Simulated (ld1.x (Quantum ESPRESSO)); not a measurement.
# B TM: all-electron and pseudo phase curves

boron, norm-conserving Troullier–Martins (Kleinman–Bylander form), made with ld1.x (Quantum ESPRESSO) 7.5 (PBE, scalar-relativistic). Core [He], reference 2s2 2p1. Waves: 2s (bound): rc 1.50 bohr; 2p (bound): rc 3.20 bohr; 3d channel at 0.25 Ry: rc 3.00 bohr. Local part: all-electron potential smoothed inside 1.40 bohr (lloc = -1). Core correction: Bessel-smoothed model core inside 1.40 bohr.

The phase is arctan(r·u′/u) with u = r·R(r), unwrapped; energies in Ry, scanned from -3 to 5 Ry. A pole is an energy at which the radial function vanishes at the test radius. The pseudo phase is shifted by a multiple of π to meet the all-electron one at the reference energy, and phase errors are pseudo minus all-electron; the curves can meet again beyond the range given. Levels narrower than the energy grid can be missing from the lists of poles.

**Question.** For each channel, where are the poles, and over which energies does the pseudopotential scatter like the atom?

**Answer.**

| channel | radius (bohr) | reference energy (Ry) | poles, all-electron | poles, pseudo | unbroken range about the reference energy with phases within 0.05 rad | phase error 1 Ry above the reference energy (rad) |
| --- | --- | --- | --- | --- | --- | --- |
| s | 3.48 | -0.69 | -0.54, 2.53 | -0.54, 2.47 | below 3.8 | -0.003 |
| p | 3.48 | -0.27 | -0.05, 2.54 | -0.05, 2.92 | below 0.7 | +0.070 |
| d | 3.48 | 0.25 | 1.71 | 1.71 | below 3.0 | +0.001 |

Phases in the s channel:

```
E (Ry)  all-electron  pseudo
 -3.00         1.393   1.393
 -2.52         1.374   1.374
 -2.04         1.345   1.345
 -1.56         1.292   1.292
 -1.08         1.131   1.131
 -0.60        -1.482  -1.482
 -0.12        -1.818  -1.819
  0.36        -2.074  -2.077
  0.84        -3.130  -3.166
  1.32        -4.323  -4.338
  1.80        -4.573  -4.582
  2.28        -4.676  -4.684
  2.76        -4.742  -4.752
  3.24        -4.803  -4.820
  3.72        -4.882  -4.923
  4.20        -5.047  -5.231
  4.68        -5.856  -7.023
```
